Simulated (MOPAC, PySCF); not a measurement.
C$_{4}$H$_{7}$NSi, SMILES `N#C/C=C/C[SiH3]`, neutral singlet in the gas phase. 

Cartesian coordinates (Å):
```xyz
13

N      3.7805     0.9001     1.0312
C      2.8372     0.5388     0.4743
C      1.6861     0.0991    -0.2339
C      0.6109    -0.4095     0.3787
C     -0.6325    -0.8373    -0.3076
Si    -2.0221     0.4432    -0.0968
H      1.7221     0.1968    -1.3132
H      0.6237    -0.4851     1.4614
H     -0.4666    -0.9854    -1.3771
H     -0.9967    -1.7804     0.1096
H     -3.2679    -0.0853    -0.6993
H     -1.6334     1.7015    -0.7714
H     -2.2415     0.7035     1.3443
```
Charge 0, spin multiplicity 1.

All levels are single points at this geometry (B3LYP-D3(BJ)/def2-TZVP); Pople sets use spherical d functions. Orbital energies aren't observables, and empty levels follow the basis.

```tsv
level	HOMO (eV)	LUMO (eV)	gap (eV)	dipole (D)	vertical IE, Delta-SCF (eV)
M06-2X/def2-TZVP in PySCF	-8.82	-0.55	8.27	4.95	9.82
B3LYP/3-21G in PySCF	-7.22	-1.10	6.12	4.36	–
B3LYP/6-31G* in PySCF	-7.21	-1.25	5.97	4.67	9.40
BP86/6-31G* in PySCF	-6.45	-2.10	4.35	4.61	–
SVWN5/6-31G* in PySCF	-6.50	-2.20	4.30	4.69	9.45
HF/3-21G in PySCF	-9.90	2.78	12.68	4.76	–
HF/STO-3G in PySCF	-8.09	6.31	14.40	4.14	–
AM1 in MOPAC	-10.13	-0.06	10.07	3.53	–
PM6 in MOPAC	-10.11	-0.13	9.98	4.99	–
```
